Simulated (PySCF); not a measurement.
Dipole response of Sc⁺ (scandium, charge +1)

[Ar] 4s2, closed-shell 1S (an excited configuration). Calculation: PySCF 2.14, in def2-QZVPPD (11s6p5d3f2g, 93 functions); no relativity, point nucleus. Coupled (time-dependent) response in atomic units; α is the mean over directions.

| method | mean α (bohr³) | C₆ (like pair) | S(−4) |
| --- | --- | --- | --- |
| UHF | 68.20 | 630.5 | 2274 |
| PBE | 60.86 | 530.2 | 1843 |
| PBE0 | 62.90 | 556.9 | 1962 |
| MN15 | 52.74 | 427.7 | 1400 |
| revPBE | 63.14 | 558.6 | 1991 |

S(−4) is the Cauchy moment in α(ω) = α(0) + S(−4) ω² + …

α(iu) at revPBE:

```
u (hartree)  α(iu) (bohr³)
          0          63.14
     0.0500          58.54
      0.100          48.15
      0.200          28.66
      0.300          17.71
      0.500          8.770
      0.750          5.030
       1.00          3.441
       1.50          2.009
       2.00          1.337
       3.00         0.7147
       5.00         0.3017
```

A single London oscillator, α(iu) = α/(1 + u²/ω²), gives C₆ = (3/4) ω α². Matching the computed C₆ needs ω = 4 × 558.6 / (3 × 63.14²) = 0.187 hartree.

For an ion, C₆ is the dispersion term alone; charge-induced terms of lower order in 1/R come first.
